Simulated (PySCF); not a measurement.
Members of one series of related molecules.

All values: wB97X-D/def2-SVPD (PySCF) at PBE0-D3(BJ)/def2-SVP geometries, gas phase, one conformer each. Core orbitals are frozen in the response; Δα² is half the sum of the squared differences of the principal polarisabilities.

Task: Rank by polarisability anisotropy Δα, lowest first.
A. SiEt4, `CC[Si](CC)(CC)CC`
B. Si(vinyl)4, `C=C[Si](C=C)(C=C)C=C`
C. SiMe4, `C[Si](C)(C)C`
D. Si(OEt)4, `C(O[Si](OCC)(OCC)OCC)C`

Result: C (0.00 Å³), A (1.43 Å³), D (1.78 Å³), B (7.18 Å³).

Task: Rank by mean static polarisability, highest first.
A. Si(vinyl)4, `C=C[Si](C=C)(C=C)C=C`
B. Si(OEt)4, `CCO[Si](OCC)(OCC)OCC`
C. SiMe4, `C[Si](C)(C)C`
D. Si(CF3)4, `FC(F)(F)[Si](C(F)(F)F)(C(F)(F)F)C(F)(F)F`

Result: B (20.13 Å³), A (18.10 Å³), D (12.19 Å³), C (11.33 Å³).

All values together:

```tsv
SMILES	change	formula	μ (D)	HOMO (eV)	LUMO (eV)	α (Å³)	Δα (Å³)	electrons	α per electron (Å³)
C[Si](C)(C)C	parent	C4H12Si	0.00	-10.21	2.11	11.33	0.00	50	0.227
CCO[Si](OCC)(OCC)OCC	ligand (all four): Me to OEt	C8H20O4Si	0.13	-9.89	2.17	20.13	1.78	114	0.177
C=C[Si](C=C)(C=C)C=C	ligand (all four): Me to vinyl	C8H12Si	0.05	-9.45	0.80	18.10	7.18	74	0.245
CC[Si](CC)(CC)CC	ligand (all four): Me to Et	C8H20Si	0.00	-9.52	2.22	18.14	1.43	82	0.221
FC(F)(F)[Si](C(F)(F)F)(C(F)(F)F)C(F)(F)F	ligand (all four): Me to CF3	C4F12Si	0.00	-12.58	1.01	12.19	0.02	146	0.083
```

Conformers: `CCO[Si](OCC)(OCC)OCC`; `C=C[Si](C=C)(C=C)C=C`; `CC[Si](CC)(CC)CC`.

Task: Give the shifts from the parent, `C[Si](C)(C)C`.

Result: 
| SMILES | change in μ (D) | change in HOMO (eV) | change in LUMO (eV) | change in mean α (Å³) |
| --- | --- | --- | --- | --- |
| CCO[Si](OCC)(OCC)OCC | +0.13 | +0.32 | +0.06 | +8.80 |
| C=C[Si](C=C)(C=C)C=C | +0.05 | +0.76 | -1.31 | +6.77 |
| CC[Si](CC)(CC)CC | 0.00 | +0.69 | +0.11 | +6.81 |
| FC(F)(F)[Si](C(F)(F)F)(C(F)(F)F)C(F)(F)F | 0.00 | -2.37 | -1.10 | +0.86 |
